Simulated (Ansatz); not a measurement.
`[CH3][GeH2][Se]C` + H₂ → `C[Se][GeH3]` + CH₄ at 600 K and 1 bar (hydrogenolysis of a Ge–C bond).

Computed with Ansatz on PBE0-D4/def2-TZVP structures; ΔE is electronic, products minus reactants. CBS: MP2 limit from def2 TZ/QZ plus the TZ coupled-cluster correction, frozen cores. This one scheme is used for every species. For Ge, Se outer-core shells are correlated without core-valence functions, which leaves a few kJ/mol of doubt a bond. Scalar relativity is left out up to krypton. One conformer a species, not always the lowest.

| species | CCSD(T)/CBS energy (Eh) | H − E (kJ/mol) | S (J/(mol·K)) |
| --- | --- | --- | --- |
| `[CH3][GeH2][Se]C` | -4557.76484 | 305.2 | 479.8 |
| H₂ | -1.17544 | 43.9 | 150.8 |
| `C[Se][GeH3]` | -4518.49012 | 213.6 | 418.1 |
| CH₄ | -40.46206 | 140.4 | 215.7 |

H − E and S are ideal-gas, rigid-rotor, harmonic terms from PBE0-D4/def2-TZVP, for one conformer and one mirror image of each species. For small species the MP2-based limit differs from directly extrapolated CCSD(T) by up to some mEh (0.8 for H₂); such offsets cancel only in part. 1 Eh = 2625.50 kJ/mol, R = 8.31446 J/(mol·K).

Task: By hand: ΔE, ΔH, ΔS and ΔG.

Result: ΔE = (-4518.49012) + (-40.46206) − (-4557.76484) − (-1.17544) = -0.01190 Eh = -31.2 kJ/mol. Δ(H − E) = 213.6 + 140.4 − 305.2 − 43.9 = 4.9, so ΔH = -26.3 kJ/mol. ΔS = 418.1 + 215.7 − 479.8 − 150.8 = 3.2 J/(mol·K). ΔG = -26.3 − 600 × (3.2)/1000 = -28.2 kJ/mol.

Task: By hand: the equilibrium constant, and the temperature at which ΔG would vanish if ΔH and ΔS stayed fixed.

Result: log₁₀ K = −ΔG/(RT ln 10) = 2.5. ΔH and −TΔS have one sign here, so there is no such temperature.

The number of gas molecules stays the same, so ΔS is small and ΔH decides. A doubt of 5 kJ/mol in ΔE shifts log₁₀ K by 0.4 here. Other conformers and mirror images would add mixing entropy, several J/(mol·K) or more a flexible species. Modes under 60 cm⁻¹, often nearly free rotors, make the harmonic entropy too high. These are equilibria of isolated gas molecules and say nothing of rates. Largest T1 diagnostic: 0.010 (customary marks: 0.02 for closed shells, 0.045 for open ones).

ΔS is within the doubt of such terms, so its sign, and with it that verdict, could turn.
